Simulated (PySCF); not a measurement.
## Working out the ionisation energy of Zn

Zn [Ar] 3d10 4s2 (1S) → Zn+ [Ar] 3d10 4s1 (2S). All numbers are calculated (PySCF 2.14, a scalar-relativistic core potential, in aug-cc-pVDZ-PP with ECP10MDF (5s5p4d2f, 54 functions)). Frozen: 3s2 3p6. Energies in hartree (1 hartree = 27.21139 eV):

| part | Zn (lower) | Zn+ (upper) |
| --- | --- | --- |
| UHF | -225.952569 | -225.663229 |
| CCSD correlation | -0.429938 | -0.380708 |
| (T) | -0.013337 | -0.009339 |

Problem. What does Hartree-Fock give?

Solution. (-225.663229) − (-225.952569) = 0.289340 hartree = 7.873 eV.

Problem. What do CCSD and CCSD(T) give?

Solution. The CCSD correlation energies differ by 0.049230 hartree = 1.340 eV and the triples by 0.003998 hartree = 0.109 eV, so CCSD gives 9.213 eV and CCSD(T) 9.322 eV.

Measured between the centres of the two terms (NIST): 9.394 eV, so CCSD(T) (valence) is off by -0.072 eV.

A double-zeta basis recovers only part of the correlation energy.

What remains against the reference includes basis incompleteness, the frozen core and higher excitations.
